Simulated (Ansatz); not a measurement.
A geometry relaxed with PBE0-D3(BJ)/def2-SVP (Ansatz, an electronic-structure program), charge 0, multiplicity 1:

```xyz
18

H      0.4425     2.1132     1.6050
H     -1.6193    -2.1804     0.8095
H      0.1556     0.4680    -2.8056
H     -2.7985    -2.2665    -0.5273
H      2.7422    -0.8128    -0.7729
C     -0.3535     2.4622     0.9255
O      1.2450    -0.2738     0.5828
O     -1.1450    -1.1475    -0.9421
C      2.3077    -1.1115     0.1966
O      0.7358     0.6176    -2.0503
H     -1.1199     2.9791     1.5231
C     -2.0927    -1.6031    -0.0047
O     -0.9745     1.3970     0.2459
H     -2.6618    -0.7725     0.4462
H      1.9907    -2.1672     0.1228
H      0.0847     3.1945     0.2242
H      3.0939    -1.0444     0.9641
Ge    -0.0329     0.1482    -0.5430
```

### Question
Write the SMILES of this molecule.

### Answer
`C[O][Ge]([OH])([O]C)[O]C`
